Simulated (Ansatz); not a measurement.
Two isomers of C2H5ClOSi: A = `O/C([SiH3])=C\Cl`, B = `C=C[SiH](O)Cl`.

Computed with Ansatz on PBE0-D4/def2-TZVP structures; ΔE is electronic, products minus reactants. CBS: MP2 limit from def2 TZ/QZ plus the TZ coupled-cluster correction, frozen cores. Functionals use def2-TZVPP. B3LYP here is the variant with VWN-RPA as its local correlation; programs differ in this. One conformer a species, not always the lowest.

Problem. Which isomer does CCSD(T)/CBS put lower? Give the gap. (Estimate.)

Solution. Ansatz gave: B, by 318.9 kJ/mol.

Problem. Give E(B) − E(A) in kJ/mol with B3LYP, PBE0-D4, MP2/def2-TZVPP, PBE-D4, ωB97M-V, B3LYP-D4, r2SCAN-D4. (Estimate.)

Solution. Computed: B3LYP -304.3, PBE0-D4 -297.4, MP2/def2-TZVPP -322.1, PBE-D4 -281.4, ωB97M-V -313.7, B3LYP-D4 -305.1, r2SCAN-D4 -304.6. None reverses the order clearly.

Largest T1 diagnostic: 0.013.

From PBE to PBE0 (25 % exact exchange), in def2-TZVPP and without D4, E(B) − E(A) moves by −16.0 kJ/mol. In def2-TZVPP, CCSD(T) changes the Hartree–Fock value by +24.1 kJ/mol (the triples alone add +6.2 kJ/mol) and MP2 by +15.5 kJ/mol.
